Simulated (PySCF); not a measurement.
# Ionisation energy of Ar⁺ by level of theory

Ar⁺ [Ne] 3s2 3p5 (2P) → Ar²⁺ [Ne] 3s2 3p4 (3P), as a difference of total energies. Calculation: PySCF 2.14, in cc-pVTZ-DK (5s4p2d1f, 34 functions); the spin-free X2C one-electron Hamiltonian (Gaussian nucleus). Correlated levels: valence: [Ne] frozen. The calculations carry no spin-orbit coupling.

```tsv
method	ionisation energy (eV)	difference from reference (eV)
UHF	26.361	-1.269
M06-2X	27.627	-0.003
MN15	27.775	+0.145
MP2 (valence)	27.326	-0.304
SCS-MP2 (valence)	27.321	-0.309
CCSD (valence)	27.296	-0.334
CCSD(T) (valence)	27.327	-0.303
```

Reference: 27.630 eV (measured; NIST Atomic Spectra Database, ionization energies).

The reference lies between the lowest fine-structure levels, while these numbers refer to the centres of the terms.

Errors of the correlated levels include the incompleteness of this basis and the frozen core.
